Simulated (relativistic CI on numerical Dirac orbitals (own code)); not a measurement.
d3 in a ligand field

Computed with a parametric ligand-field model of a d^n configuration (Racah B and C, spin-orbit zeta, crystal field), exact diagonalisation.

Field parameters in Wybourne normalisation: Oh B⁴₀ = 21Dq, B⁴₄ = √(5/14) B⁴₀; Td as Oh with Dq negative (B⁴₀ = 21Dq, B⁴₄ = √(5/14) B⁴₀). The field is a parameter set, without covalency.

(1) Ground term and bands for B = 610, C = 2260, ζ = 0 cm⁻¹, Oh, 10Dq = 17100 cm⁻¹?

(2) Ground term and bands for B = 410, C = 1980, ζ = 0 cm⁻¹, Oh, 10Dq = 18600 cm⁻¹?

(3) Ground term and bands for B = 810, C = 2860, ζ = 0 cm⁻¹, Oh, 10Dq = 23500 cm⁻¹?

(4) Ground term and bands for B = 990, C = 4540, ζ = 0 cm⁻¹, Td, 10Dq = -4850 cm⁻¹?

(5) A d3 ion in Oh symmetry has the ground term 4A2 and bands at 2E 13074 cm⁻¹ (765 nm), 2T1 13615 cm⁻¹ (734 nm), 4T2 19900 cm⁻¹ (503 nm), 2T2 20156 cm⁻¹ (496 nm), 4T1 26604 cm⁻¹ (376 nm), 4T1 42696 cm⁻¹ (234 nm). Which parameters reproduce them?

Answers

(1) Ground term 4A2 with 0.00 electrons in the two orbitals of the cubic e set. Spin-allowed: 4T2 17100 cm⁻¹ (585 nm), 4T1 23363 cm⁻¹ (428 nm), 4T1 37087 cm⁻¹ (270 nm). Lowest spin-forbidden: 2E 11313 cm⁻¹ (884 nm), 2T1 11861 cm⁻¹ (843 nm), 2T2 17425 cm⁻¹ (574 nm). With an A2 ground term the first spin-allowed band lies at |10Dq| itself.

(2) Ground term 4A2 with 0.00 electrons in the two orbitals of the cubic e set. Spin-allowed: 4T2 18600 cm⁻¹ (538 nm), 4T1 23125 cm⁻¹ (432 nm), 4T1 38825 cm⁻¹ (258 nm). Lowest spin-forbidden: 2E 9151 cm⁻¹ (1093 nm), 2T1 9445 cm⁻¹ (1059 nm), 2T2 14431 cm⁻¹ (693 nm). With an A2 ground term the first spin-allowed band lies at |10Dq| itself.

(3) Ground term 4A2 with 0.00 electrons in the two orbitals of the cubic e set. Spin-allowed: 4T2 23500 cm⁻¹ (426 nm), 4T1 31875 cm⁻¹ (314 nm), 4T1 50775 cm⁻¹ (197 nm). Lowest spin-forbidden: 2E 14613 cm⁻¹ (684 nm), 2T1 15341 cm⁻¹ (652 nm), 2T2 22632 cm⁻¹ (442 nm). With an A2 ground term the first spin-allowed band lies at |10Dq| itself.

(4) Ground term 4T1 with 1.88 electrons in the two orbitals of the cubic e set. Spin-allowed: 4T2 4089 cm⁻¹ (2445 nm), 4A2 8939 cm⁻¹ (1119 nm), 4T1 18179 cm⁻¹ (550 nm). Lowest spin-forbidden: 2E 15666 cm⁻¹ (638 nm), 2T1 18903 cm⁻¹ (529 nm), 2T2 18910 cm⁻¹ (529 nm).

(5) B = 640, C = 2750, ζ = 0 cm⁻¹, Oh, 10Dq = 19900 cm⁻¹.
